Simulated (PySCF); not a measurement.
A structure optimised at PBE-D3(BJ)/def2-SVP, used in a PySCF frequency run:

```xyz
5

Cr     0.0000     0.0000     0.0500
O      0.0000     1.2626     0.9615
O      0.0000    -1.2626     0.9615
F     -1.4005     0.0000    -0.9214
F      1.4005     0.0000    -0.9214
```
Charge 0, spin multiplicity 1.

Q: Write its SMILES, formula and point group.

A: [O]=[Cr](=[O])([F])[F], CrF2O2, C2v

Q: What are its rotational constants (standard atomic weights)?

A: 4.4740, 4.0255, 3.7030 GHz
